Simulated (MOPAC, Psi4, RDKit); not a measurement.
Internal rotation in SMILES c1coc([SiH2]c2ccco2)c1, singlet. Scanned: dihedral O3–C4–Si5–C6; all other coordinates were relaxed at GFN2-xTB. Points at φ and −φ are mirror images. Heavy atoms are numbered in the order of the SMILES c1coc([SiH2]c2ccco2)c1, hydrogens after them in the order of the atoms that carry them; the mirror image has the same energies with the sign of each dihedral reversed.

- PM6, restricted, heats of formation // GFN2-xTB (MOPAC)
- MMFF94 // GFN2-xTB (RDKit)
- PBE-D3(BJ)/def2-SVP // GFN2-xTB (Psi4)

Energies relative to the lowest point of each profile, in kcal/mol:

```
φ / °   PM6  MMFF94
-----  ----  ------
-140   0.37    0.37
-100   0.07    0.09
-80    0.00    0.00
-40    0.20    0.40
-20    0.29    0.76
0      0.32    0.92
40     0.20    0.40
60     0.08    0.09
80     0.00    0.00
140    0.37    0.37
160    0.51    0.52
180    0.55    0.58
```

**Question.** Predict the corresponding PBE-D3(BJ)/def2-SVP column.

**Answer.** -140: 0.27; -100: 0.51; -80: 0.25; -40: 0.18; -20: 0.73; 0: 1.04; 40: 0.18; 60: 0.00; 80: 0.25; 140: 0.27; 160: 0.21; 180: 0.61 (kcal/mol).

MMFF94 has few fitted parameters for silicon.
